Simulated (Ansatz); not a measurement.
Mulliken charges of `[NH2][GeH2][CH2]Cl` from PBE/def2-TZVPP in Ansatz (PBE0-D4/def2-TZVP geometry).

```
atom   x (Å)   y (Å)   z (Å)  charge (e)
  N1  -1.437   0.289  -1.055      -0.380
 Ge2  -0.401  -0.741   0.054       0.232
  C3   1.160   0.235   0.773      -0.208
 Cl4   2.106   0.919  -0.576      -0.156
  H5  -0.922   0.692  -1.826       0.140
  H6  -1.937   1.030  -0.583       0.135
  H7   0.125  -1.929  -0.763      -0.006
  H8  -1.287  -1.190   1.230      -0.021
  H9   0.854   1.063   1.410       0.131
 H10   1.821  -0.420   1.340       0.134
```

Q: By hand: the dipole of these point charges (1 e Å = 4.8032 D).

A: Σ q r = (-0.125, -0.119, 0.351) e Å, of length 0.391 e Å = 1.88 D.

Q: How does the dipole of the full density compare? (Best estimate.)

A: The calculation gave: (-0.088, 0.092, 0.281) e Å, 1.48 D; the point charges give 1.27 times that, at 35° from its direction.

Point charges leave out the atoms' own dipoles, such as those of lone pairs, and Mulliken's split depends on the basis, so the two needn't agree.
